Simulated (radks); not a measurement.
Values are calculated unless marked as measured or tabulated.
Question: Species: Tm III. Configuration: [Kr] 4d10 4f13 5s1.75 5p6 5f0.25 (fractional occupations, a model configuration). Level of theory: Dirac Kohn-Sham, PBE, spin-unpolarised, spherical densities, finite nucleus; open shells fill j = l - 1/2 first; Fermi nuclear charge, rms radius 5.2256 fm (a radial shooting solver on a logarithmic mesh with Libxc functionals). Some entries of the table are withheld. Estimate them.

| orbital | occ. | eigenvalue (eV) | <r> (bohr) |
|---|---|---|---|
| 1s1/2 | 2 | (1) | 0.02001 |
| 2s1/2 | 2 | -10000.05 | 0.08430 |
| 2p1/2 | 2 | -9533.570 | 0.07008 |
| 2p3/2 | 4 | -8553.383 | 0.07746 |
| 3s1/2 | 2 | (2) | 0.2205 |
| 3p1/2 | 2 | (3) | 0.2103 |
| 3p3/2 | 4 | (4) | 0.2241 |
| 3d3/2 | 4 | -1496.840 | (5) |
| 3d5/2 | 6 | -1451.602 | (6) |
| 4s1/2 | 2 | -458.9156 | 0.4979 |
| 4p1/2 | 2 | -376.2200 | 0.5063 |
| 4p3/2 | 4 | -329.5454 | 0.5383 |
| 4d3/2 | 4 | -193.4286 | 0.5654 |
| 4d5/2 | 6 | -184.9417 | 0.5768 |
| 5s1/2 | 1.75 | -70.4483 | 1.227 |
| 5p1/2 | 2 | -48.0120 | 1.378 |
| 5p3/2 | 4 | -42.1700 | 1.486 |
| 4f5/2 | 6 | -20.8183 | 0.7829 |
| 4f7/2 | 7 | -19.6143 | 0.8012 |
| 6s1/2 | 0 | -16.2948 | 3.228 |
| 5d3/2 | 0 | -15.3778 | 2.314 |
| 5d5/2 | 0 | -14.9760 | 2.374 |
| 5f5/2 | 0.25 | -5.0210 | 6.870 |
| 5f7/2 | 0 | -5.0150 | 6.884 |

Answer: 
(1) 1s1/2 eigenvalue (eV): -59220.29
(2) 3s1/2 eigenvalue (eV): -2260.399
(3) 3p1/2 eigenvalue (eV): -2054.861
(4) 3p3/2 eigenvalue (eV): -1847.878
(5) 3d3/2 <r> (bohr): 0.1973
(6) 3d5/2 <r> (bohr): 0.2016
